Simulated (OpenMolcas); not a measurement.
# Computed transition rates of S III

```json
{
  "Program": "OpenMolcas 26.06",
  "Method": "SS-CASPT2, IPEA 0.25 Eh, imaginary shift 0.1 Eh (closed shells correlated: 2s 2p)",
  "Basis": "ANO-RCC-VTZP [5s4p2d1f]",
  "Scalar Hamiltonian": "DKH2, point nucleus",
  "Active space": "4 electrons in 8 orbitals (3s 3p 4s 4p)",
  "State averaging": "2S+1 = 3 even, 3 roots; 2S+1 = 1 even, 9 roots; 2S+1 = 5 odd, 1 root; 2S+1 = 3 odd, 9 roots; 2S+1 = 1 odd, 8 roots",
  "Spin-orbit coupling": "state interaction with AMFI integrals over the reference wave functions, term energies averaged over their components"
}
```

Rates come from the transition moments of the reference wave functions (E1 and E2 in the length form). At fixed line strength A goes as λ^-3 for E1 and M1 and as λ^-5 for E2, so a rate at the computed wavelength can be rescaled to the measured one. Measured vacuum wavelengths follow from level energies in NIST levels in Podobedova, Kelleher and Wiese, J. Phys. Chem. Ref. Data 38, 171 (2009). Branching counts decays inside the model space alone, at computed energies, and the table is only a selection of the E2 and M1 lines, drawn from those between levels with measured partners whose computed energy lies within a factor of 1.5 of the measured one.

```tsv
Upper	Lower	Type	λ computed (nm)	λ measured (nm)	A computed (s-1)	A rescaled (s-1)	Branching %
3s2 3p2 3P1	3s2 3p2 3P0	M1	38240	33480	3.23e-04	4.81e-04	100.0
3s2 3p2 3P2	3s2 3p2 3P1	M1	21040	18710	1.45e-03	2.06e-03	100.0
3s2 3p2 1D2	3s2 3p2 3P2	M1	919.6	953.3	5.26e-02		72.2
3s2 3p2 1D2	3s2 3p2 3P1	M1	881	907.1	2.00e-02		27.4
3s2 3p2 1S0	3s2 3p2 1D2	E2	671.6	631.4	1.86e+00	2.53e+00	72.8
3s2 3p2 1S0	3s2 3p2 3P1	M1	381.1	372.3	6.85e-01		26.8
```

Spin-changing lines and M1 lines between different terms are not rescaled, since their strength hangs on the term gaps too.

The largest correction is for 3s2 3p2 3P1 → 3s2 3p2 3P0 (M1): 3.23e-04 × (38240 / 33480)^3 = 4.81e-04 s-1, a factor of 1.49.

No measured rate stands beside these. Rescaling mends the energy factor alone: line strengths can still be far off where a level mixes with configurations outside the active space, and weak or spin-changing lines hang on small mixing coefficients that depend on the term gaps too, so rescaling need not improve them.

Term energies are means over components that CASPT2 splits; among the terms shown or strongly mixed into the levels shown the widest spread is 36 cm-1 (3s2 3p2 1D). Over all roots computed the reference weight is 0.84 to 0.99; the roots of lowest weight are the least certain, and an intruder state may touch them. The run also gave levels led by 3s2 3p 4p, which use shells meant for correlation; these and all levels above them are left out. Measured partners are found by configuration, term and J. A level has none where our copy of the source lacks it or the pairing is in doubt (some pairs that miss far off the trend of their configuration count as doubtful). Only configurations of the active space appear.
